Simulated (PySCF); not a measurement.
# Telling isomers of C7H15B apart by NMR

- geometry: PBE0-D3(BJ)/def2-SVP
- shielding tensors at PBE0/pcSseg-1 (GIAO)
- code: PySCF 2.14
- fast rotation and ring inversion assumed for equivalent nuclei, no solvent, one computed conformer, relativity neglected

Scale: ¹H and ¹³C vs TMS (reference shieldings calculated alike). Where no couplings were computed, multiplicities follow the n + 1 count of equivalent neighbours, and m marks all less simple cases (inequivalent or close neighbours, rings, F or P nearby). Couplings to H on boron are left out. Carbons bonded to boron are broad in practice. Shifts are as computed. Against solution values, carbons near 30 ppm lie about +2 ppm off and those near 130 ppm about +5 ppm. Of 1309 compounds with measured shifts, 239 miss one by over three times the rms of a fit or turn the order of signals round; such compounds aren't used in these exercises.

(1) Tabulate the signals of `C[C@@H]1BCCC[C@H]1C`, `CC(C)(C)BC1CC1` and their relative energies.

(2) What is the quickest way to tell C[C@@H]1BCCC[C@H]1C from CC(C)(C)BC1CC1?

Answers

(1) 
```json
{"SMILES": "C[C@@H]1BCCC[C@H]1C", "carbon types": "2×CH 3×CH2 2×CH3", "δC": "45.3, 38.6, 38.5, 29.7, 25.5, 23.3, 17.4", "δH": "7.40 (br, 1H), 2.00 (m, 1H), 1.74 (m, 1H), 1.59 (m, 1H), 1.37 (m, 1H), 1.29 (d, 3H), 1.15 (m, 1H), 1.04 (m, 3H), 0.97 (m, 1H), 0.83 (m, 1H), 0.02 (m, 1H)", "E rel. (kcal/mol)": "0.0"}
{"SMILES": "CC(C)(C)BC1CC1", "carbon types": "1×C 1×CH 2×CH2 3×CH3", "δC": "27.0, 26.9, 10.7, 10.6", "δH": "5.77 (br, 1H), 1.04 (m, 2H), 0.98 (s, 9H), 0.85 (m, 2H), 0.62 (m, 1H)", "E rel. (kcal/mol)": "22.1"}
```

Energies are electronic energies at PBE0/pcSseg-1 on these geometries, without zero-point or thermal terms, each for the one conformer computed, which needn't be the lowest.

(2) Count the carbon signals: 7 against 4. The first has an sp3 CH bonded to B at 45.3 ppm, the second a fully substituted sp3 carbon bonded to B (C) at 26.9 ppm. Their most deshielded carbons lie at 45.3 and 27.0 ppm. In the proton spectra the most deshielded non-exchanging signals are 7.40 (br, 1H) and 5.77 (br, 1H).
